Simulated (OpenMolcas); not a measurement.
## Cu2+: effect of the metal basis

Cu2+ with its 6 nearest fluoride ions at 2.031 Å, on the Li site of LiF (a = 4.028 Å, distance in the model lattice 2.014 Å). The rest of the host is ab initio model potentials to 7.6 Å and point charges beyond; the distance is set by hand and nothing relaxes, and no local charge compensation is placed.

```
Program             : OpenMolcas
Method              : SS-CASPT2, IPEA 0.25 Eh, imaginary shift 0.1 Eh (closed shells correlated: 3s 3p and the ligand valence shells)
Spin-orbit coupling : state interaction with AMFI integrals over the reference wave functions
```

Fixed: ligand basis ANO-RCC-VDZP, active space 9 electrons in 5 orbitals (3d), DKH2 Hamiltonian.

States (labels of O, the rotations of Oh). Energies in cm-1 above the lowest state or level, χT in cm3 K/mol; 10Dq is the gap between the two states.

| Run | Metal basis | Ground state | First state of that spin | 10Dq | First gap with spin-orbit (degeneracies) | χT at 300 K | Cost |
| --- | --- | --- | --- | --- | --- | --- | --- |
| A | ANO-RCC-VDZP | 2E | 2T2 9220 | 9224 | 8510 (4, 2) | 0.533 | roughly 7 core-seconds |
| B | ANO-RCC-VTZP | 2E | 2T2 8800 | 8797 | 8100 (4, 2) | 0.539 | roughly 16 core-seconds |

Against A, |10Dq| changes by -4.6 % in B.

Costs are those of the CASPT2 steps.

Over all roots computed the reference weight is 0.74 to 0.75 in A, 0.74 in B; a low but even weight reflects the number of correlated electrons. An orbital doublet at a regular site is open to a Jahn-Teller distortion, which this geometry leaves out. A single d shell leaves out the double-shell effect, which counts most for late 3d ions, where the CASPT2 field can be off either way by tens of per cent. Ligand-to-metal charge-transfer states are missing. With one d shell and no ligand orbital active, 10Dq can be off by tens of per cent for divalent 3d ions, low with halides held by bare charges and at times high in hosts, and the orbital part of g and χT goes as 1/10Dq. Free-ion shares, where given, are those of the reference states; single-state CASPT2 does not remix them. No measured value stands beside these numbers; the geometry was set by hand and not optimised.
